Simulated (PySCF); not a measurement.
# Working out the ionisation energy of In

In [Kr] 4d10 5s2 5p1 (2P) → In⁺ [Kr] 4d10 5s2 (1S). Calculation: PySCF 2.14, in aug-cc-pwCVTZ-DK3 (10s9p7d4f1g, 109 functions); scalar relativity by spin-free X2C-1e. Frozen: [Kr] 4d10. Energies in hartree (1 hartree = 27.21139 eV):

```json
{"part": "UHF", "In (lower)": "-5878.039262", "In⁺ (upper)": "-5877.847452"}
{"part": "CCSD correlation", "In (lower)": "-0.041983", "In⁺ (upper)": "-0.033014"}
{"part": "(T)", "In (lower)": "-0.000812", "In⁺ (upper)": "0.000000"}
```

Task: What does Hartree-Fock give?

Result: (-5877.847452) − (-5878.039262) = 0.191810 hartree = 5.219 eV.

Task: What do CCSD and CCSD(T) give?

Result: The CCSD correlation energies differ by 0.008969 hartree = 0.244 eV and the triples by 0.000812 hartree = 0.022 eV, so CCSD gives 5.463 eV and CCSD(T) 5.485 eV.

Measured between the centres of the two terms (NIST): 5.603 eV, so CCSD(T) (valence) is off by -0.118 eV.

What remains against the reference includes basis incompleteness, the frozen core and higher excitations.
